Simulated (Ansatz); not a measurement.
H₃B, charge -1, doublet, geometry from GFN2-xTB (a state made from the parent by changing its charge; the spin is typed, not shown lowest) (a gas-phase anion, which may not be bound at this level); Ansatz (a first-principles code) with HF/6-311G**.

Here is a job for Ansatz.
Ansatz 0.2 input:
```yaml
crystal:
  periodic: [false, false, false]
  atoms:
    - {symbol: B, position_ang: [-0.02295689, 0.11293440, 0.07973905]}
    - {symbol: H, position_ang: [-1.12938022, -0.24504002, -0.38859424]}
    - {symbol: H, position_ang: [0.47162964, -0.77145882, 0.81790375]}
    - {symbol: H, position_ang: [0.77253505, 0.45182687, -0.82800475]}
basis:
  gaussian:
    orbitals: 6-311G__.json
    point_charges:
      - {charge: 1.0, position_ang: [-0.7208, -3.8939, -1.7513]}
hamiltonian:
  xc: hf
total_charge: -1
magnetization: {spin_polarized: true, initial_magnetization: 1}
```
The basis file holds 6-311G** in the JSON format of the Basis Set Exchange.

It wrote (shortened):

```
Functional definition: HF
372 factors; their error is unknown
mean field evaluation 1: about -719.5025 eV, gradient 8.7e0 eV
mean field evaluation 2: about -720.2705 eV, gradient 2.9e0 eV
mean field evaluation 4: about -720.3839 eV, gradient 3.9e-1 eV
mean field evaluation 8: about -720.3861 eV, gradient 6.2e-2 eV
mean field -720.38619638 eV, -26.4737044216 hartree, gradient 2.6e-5 eV, S^2 0.757591; 0 other end points of the search recorded, 0 dependent functions left out
reference -720.38619638 eV, -26.4737044216 hartree; 5, 4 occupied and 31, 32 virtual orbitals, 372 factors
Total energy: -720.38619638 eV, -26.4737044216 hartree
```
